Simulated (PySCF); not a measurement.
Isomers of C8H18BN.

All values: PBE0/pcSseg-1 (PySCF) at PBE0-D3(BJ)/def2-SVP geometries, gas phase, one conformer each.

(1) Rank by HOMO–LUMO gap, highest first.
A. `[CH3:1][N+:2]1([CH3:3])[BH2-:4][C@@H:5]([CH:6]2[CH2:7][CH2:8]2)[CH2:9][CH2:10]1` with B4–C5–C6–C7 -88°, C1–N2–B4–C5 -151°, N2–B4–C5–C6 -116°, C5–C6–C7–C8 -111°, B4–C5–C9–C10 16°
B. `[CH2:1]=[CH:2][CH2:3][CH2:4][N@+:5]1([CH3:6])[BH2-:7][CH2:8][CH2:9][CH2:10]1` with C1–C2–C3–C4 115°, C2–C3–C4–N5 180°, C3–C4–N5–C6 -60°, C4–N5–B7–C8 -156°, N5–B7–C8–C9 17°, B7–C8–C9–C10 8°, C8–C9–C10–N5 -34°
C. `[CH2:1]=[CH:2][CH2:3][C@@H:4]1[CH2:5][BH2-:6][N+:7]([CH3:8])([CH3:9])[CH2:10]1` with C1–C2–C3–C4 110°, C2–C3–C4–C5 179°, C3–C4–C5–B6 -135°, C4–C5–B6–N7 -15°, C5–B6–N7–C8 -83°, B6–N7–C10–C4 -44°
D. `[CH3:1][N+:2]1([CH3:3])[BH2-:4][CH2:5][C@H:6]([CH:7]2[CH2:8][CH2:9]2)[CH2:10]1` with C5–C6–C7–C8 157°, C1–N2–B4–C5 98°, N2–B4–C5–C6 -5°, B4–C5–C6–C7 152°, C6–C7–C8–C9 -109°
E. `[CH3:1][C:2]#[N+:3][BH2-:4][C:5]([CH3:6])([CH3:7])[CH2:8][CH2:9][CH3:10]` with N3–B4–C5–C6 -67°, B4–C5–C8–C9 57°, C5–C8–C9–C10 180°

(2) Rank by the lowest Hirshfeld charge on any atom, highest value first.
A. `[CH3:1][C:2]#[N+:3][BH2-:4][C:5]([CH3:6])([CH3:7])[CH2:8][CH2:9][CH3:10]` with N3–B4–C5–C6 -67°, B4–C5–C8–C9 57°, C5–C8–C9–C10 180°
B. `[CH2:1]=[CH:2][CH2:3][CH2:4][N@+:5]1([CH3:6])[BH2-:7][CH2:8][CH2:9][CH2:10]1` with C1–C2–C3–C4 115°, C2–C3–C4–N5 180°, C3–C4–N5–C6 -60°, C4–N5–B7–C8 -156°, N5–B7–C8–C9 17°, B7–C8–C9–C10 8°, C8–C9–C10–N5 -34°
C. `[CH3:1][N+:2]1([CH3:3])[BH2-:4][C@@H:5]([CH:6]2[CH2:7][CH2:8]2)[CH2:9][CH2:10]1` with B4–C5–C6–C7 -88°, C1–N2–B4–C5 -151°, N2–B4–C5–C6 -116°, C5–C6–C7–C8 -111°, B4–C5–C9–C10 16°

(3) Rank by dipole moment, lowest first.
A. `[CH2:1]=[CH:2][CH2:3][CH2:4][N@+:5]1([CH3:6])[BH2-:7][CH2:8][CH2:9][CH2:10]1` with C1–C2–C3–C4 115°, C2–C3–C4–N5 180°, C3–C4–N5–C6 -60°, C4–N5–B7–C8 -156°, N5–B7–C8–C9 17°, B7–C8–C9–C10 8°, C8–C9–C10–N5 -34°
B. `[CH3:1][C:2]#[N+:3][BH2-:4][C:5]([CH3:6])([CH3:7])[CH2:8][CH2:9][CH3:10]` with N3–B4–C5–C6 -67°, B4–C5–C8–C9 57°, C5–C8–C9–C10 180°
C. `[CH3:1][N+:2]1([CH3:3])[BH2-:4][C@@H:5]([CH:6]2[CH2:7][CH2:8]2)[CH2:9][CH2:10]1` with B4–C5–C6–C7 -88°, C1–N2–B4–C5 -151°, N2–B4–C5–C6 -116°, C5–C6–C7–C8 -111°, B4–C5–C9–C10 16°
D. `[CH2:1]=[CH:2][CH2:3][C@@H:4]1[CH2:5][BH2-:6][N+:7]([CH3:8])([CH3:9])[CH2:10]1` with C1–C2–C3–C4 110°, C2–C3–C4–C5 179°, C3–C4–C5–B6 -135°, C4–C5–B6–N7 -15°, C5–B6–N7–C8 -83°, B6–N7–C10–C4 -44°
E. `[CH3:1][C:2]#[C:3][CH2:4][CH2:5][BH2-:6][N+:7]([CH3:8])([CH3:9])[CH3:10]` with C3–C4–C5–B6 179°, C4–C5–B6–N7 177°

Results:

(1) D (8.20 eV), A (7.65 eV), C (7.48 eV), B (7.17 eV), E (6.35 eV).

(2) C (-0.105 e), A (-0.125 e), B (-0.154 e).

(3) D (4.20 D), A (4.44 D), C (4.68 D), E (5.57 D), B (6.98 D).

All values together:

```csv
SMILES,μ (D),HOMO (eV),LUMO (eV),lowest IAO charge (e),highest IAO charge (e),lowest Hirshfeld charge (e),highest Hirshfeld charge (e)
C[N+]1(C)[BH2-]C[C@H](C2CC2)C1,4.32,-7.17,1.02,-0.385 (C),+0.161 (H),-0.154 (C),+0.060 (H)
C=CCC[N@+]1(C)[BH2-]CCC1,4.44,-7.20,-0.03,-0.391 (C),+0.162 (H),-0.154 (C),+0.060 (H)
C=CC[C@@H]1C[BH2-][N+](C)(C)C1,4.20,-7.21,0.27,-0.391 (C),+0.162 (H),-0.153 (C),+0.060 (H)
CC#[N+][BH2-]C(C)(C)CCC,6.98,-6.87,-0.52,-0.447 (C),+0.212 (C),-0.125 (C),+0.175 (C)
CC#CCC[BH2-][N+](C)(C)C,5.57,-6.51,0.87,-0.422 (C),+0.165 (H),-0.149 (C),+0.060 (H)
C[N+]1(C)[BH2-][C@@H](C2CC2)CC1,4.68,-6.70,0.95,-0.303 (C),+0.162 (H),-0.105 (H),+0.060 (H)
```

Conformers: `[CH3:1][N+:2]1([CH3:3])[BH2-:4][CH2:5][C@H:6]([CH:7]2[CH2:8][CH2:9]2)[CH2:10]1` with C5–C6–C7–C8 157°, C1–N2–B4–C5 98°, N2–B4–C5–C6 -5°, B4–C5–C6–C7 152°, C6–C7–C8–C9 -109°; `[CH2:1]=[CH:2][CH2:3][CH2:4][N@+:5]1([CH3:6])[BH2-:7][CH2:8][CH2:9][CH2:10]1` with C1–C2–C3–C4 115°, C2–C3–C4–N5 180°, C3–C4–N5–C6 -60°, C4–N5–B7–C8 -156°, N5–B7–C8–C9 17°, B7–C8–C9–C10 8°, C8–C9–C10–N5 -34°; `[CH2:1]=[CH:2][CH2:3][C@@H:4]1[CH2:5][BH2-:6][N+:7]([CH3:8])([CH3:9])[CH2:10]1` with C1–C2–C3–C4 110°, C2–C3–C4–C5 179°, C3–C4–C5–B6 -135°, C4–C5–B6–N7 -15°, C5–B6–N7–C8 -83°, B6–N7–C10–C4 -44°; `[CH3:1][C:2]#[N+:3][BH2-:4][C:5]([CH3:6])([CH3:7])[CH2:8][CH2:9][CH3:10]` with N3–B4–C5–C6 -67°, B4–C5–C8–C9 57°, C5–C8–C9–C10 180°; `[CH3:1][C:2]#[C:3][CH2:4][CH2:5][BH2-:6][N+:7]([CH3:8])([CH3:9])[CH3:10]` with C3–C4–C5–B6 179°, C4–C5–B6–N7 177°; `[CH3:1][N+:2]1([CH3:3])[BH2-:4][C@@H:5]([CH:6]2[CH2:7][CH2:8]2)[CH2:9][CH2:10]1` with B4–C5–C6–C7 -88°, C1–N2–B4–C5 -151°, N2–B4–C5–C6 -116°, C5–C6–C7–C8 -111°, B4–C5–C9–C10 16°.
